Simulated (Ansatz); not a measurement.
C₃H₈BClO₂, SMILES `CC(C)OB(O)Cl`, relaxed with RKS PBE0-D4/def2-TZVP in Ansatz 0.2.0 from a GFN2-xTB geometry. The force threshold is 0.005 eV/Å; the program also tests the step.

The species carries charge 0 and has multiplicity 1.

Start:

```xyz
15

C    -1.558   -0.435   -0.144
C    -0.130   -0.363    0.391
C    -0.084    0.154    1.823
O     0.634    0.534   -0.419
B     1.338    0.213   -1.508
O     2.005    1.153   -2.200
Cl    1.464   -1.427   -2.109
H    -2.146   -1.115    0.466
H    -1.552   -0.796   -1.169
H    -2.014    0.552   -0.121
H     0.327   -1.360    0.334
H    -0.517    1.150    1.871
H     0.945    0.205    2.171
H    -0.645   -0.511    2.473
H     1.933    2.046   -1.860
```

Task: How much energy does the relaxation release, and in how many steps? (Best estimate.)

Result: Ansatz gave: 2.80 kJ/mol, in 7 steps.

Task: Which bonds change most? (Estimate.)

Result: The calculation gave: B5–Cl7 from 1.751 to 1.773 Å; C2–C3 from 1.524 to 1.511 Å; C1–C2 from 1.526 to 1.513 Å; O4–B5 from 1.336 to 1.348 Å.

Task: Give the relaxed structure. (Best estimate.)

Result: Computed: 
```xyz
15

C    -1.543   -0.428   -0.152
C    -0.134   -0.353    0.392
C    -0.078    0.150    1.815
O     0.634    0.550   -0.411
B     1.340    0.212   -1.507
O     2.006    1.155   -2.214
Cl    1.456   -1.458   -2.094
H    -2.148   -1.106    0.454
H    -1.543   -0.799   -1.179
H    -2.010    0.560   -0.136
H     0.331   -1.343    0.334
H    -0.521    1.147    1.885
H     0.953    0.205    2.167
H    -0.632   -0.521    2.475
H     1.890    2.029   -1.828
```
